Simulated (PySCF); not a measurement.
## From computed data to an observable: entropy of an ideal gas

CAuO, SMILES O=[C+][Au], charge +1, multiplicity 1.

Coordinates come from a PBE-D3(BJ)/def2-TZVP optimisation. The multiplicity is an assumed one; other spin states were not compared. The def2 effective core potentials stand for the cores of Au; spin–orbit coupling is left out.

PBE-D3(BJ)/def2-TZVP (PySCF 2.14.0) gives the harmonic wavenumbers 315, 315, 431, 2209 cm⁻¹ and the rotational temperature 0.1444 K. The molar mass is 224.98 g/mol, the symmetry number 1, the spin multiplicity 1.

### Question
Work out the entropy at 298.15 K and 1 atm in the rigid-rotor, harmonic-oscillator model.

### Answer

Translation (Sackur–Tetrode at 1 atm): S = R[1.5 ln M + 2.5 ln T − 1.16487] = 176.3 J/(mol K).
Rotation: q = T/(σ θ) = 2060, S = R[ln q + 1] = 71.8 J/(mol K).
Vibration: with u = 1.4388 ν/T, each mode gives R[u/(e^u − 1) − ln(1 − e^−u)]:
| ν (cm⁻¹) | modes | u | S (J/(mol K)) |
|---|---|---|---|
| 315 | 2 | 1.52 | 11.18 |
| 431 | 1 | 2.08 | 3.58 |
The stiffer modes add less than 0.005 each. Sum 14.8 J/(mol K).
Spin: R ln 1 = 0.0 J/(mol K).
Total 262.8 J/(mol K); the program's own thermochemistry gives 262.8. Translation makes up 67 % and vibration 6 %. Anharmonicity, hindered rotation and orbital degeneracy are left out.
